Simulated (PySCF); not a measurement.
## Energy of Re⁺ (rhenium, charge +1) between two integer charges

The 6s alpha orbital of [Xe] 4f14 5d5 6s1 is emptied in steps (occupation f), with all orbitals relaxed, ending at [Xe] 4f14 5d5. All numbers are calculated (PySCF 2.14, scalar relativity through the core potential, in def2-TZVPPD with the def2 core potential (60 electrons) (6s5p3d2f1g, 59 functions)). The exact energy is a straight line in f; departures are measured from the line between the end points of the same method.

```tsv
f	HSE06 (eV)
1	0.000
0.9	-0.270
0.7	-0.632
0.5	-0.754
0.3	-0.634
0.1	-0.272
0	0.000
```

```tsv
method	E(f=0) − E(f=1) (eV)	−ε at f=1 (eV)	−ε at f=0.5 (eV)
HSE06	16.779	13.775	16.772
```

Orbital energy along the path (eV):

```tsv
f	HSE06
1	-13.775
0.9	-14.371
0.7	-15.568
0.5	-16.772
0.3	-17.982
0.1	-19.198
0	-19.807
```

Reference removal energy between the ground levels: 16.6 ± 0.5 eV (semi-empirical (NIST evaluation); NIST Atomic Spectra Database, ionization energies).
